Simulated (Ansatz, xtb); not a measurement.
## Relaxing a trial structure of C2HFSn

The starting geometry of this gas-phase singlet has its atoms placed at random.

```tsv
atom	x (Å)	y (Å)	z (Å)
C	0.4444	0.6956	0.0872
C	-1.3848	0.9963	0.6537
F	-1.0973	0.6734	-0.8734
Sn	0.1180	-0.8140	-1.8863
H	-0.4324	-1.2744	-0.0733
```

**Question.** Guess where an optimisation with r2SCAN-D4/def2-SVP ends from this start.

**Answer.** It ends as `FC#[C][SnH]`. Distances that change by over a tenth: C1–Sn4 (2.51 → 3.35 Å), C2–F3 (1.59 → 2.50 Å). Contacts that open: F3–Sn4 (2.17 → 4.63 Å). Contacts that close: C1–C2 (1.94 → 1.23 Å), C1–F3 (1.82 → 1.28 Å), C2–Sn4 (3.46 → 2.13 Å).

The energy falls by 8.38 eV over 33 steps:

```
step  E − E(last) (eV)
   1             8.378
   5             3.700
   8             3.520
  12             3.074
  15             2.484
  19             1.732
  22             0.504
  26             0.138
  29             0.009
  33             0.000
```

Final geometry (Å):

```xyz
5

C    -1.2787    1.2017   -0.5250
C    -0.4107    0.3332   -0.4798
F    -2.1966    2.0859   -0.5664
Sn    1.2765   -0.9692   -0.4656
H     0.2574   -2.3748   -0.0553
```

From the same start GFN2-xTB reaches the same bonding as this run.

From so rough a start the end depends on the optimiser's path, so another program may land elsewhere. No frequencies were run, so the end isn't proven a minimum. Atoms past krypton carry core potentials, without spin–orbit terms. Run with Ansatz 0.2.0, 2.8 min on 1 thread of AMD EPYC (Zen 3), with other jobs on the host.
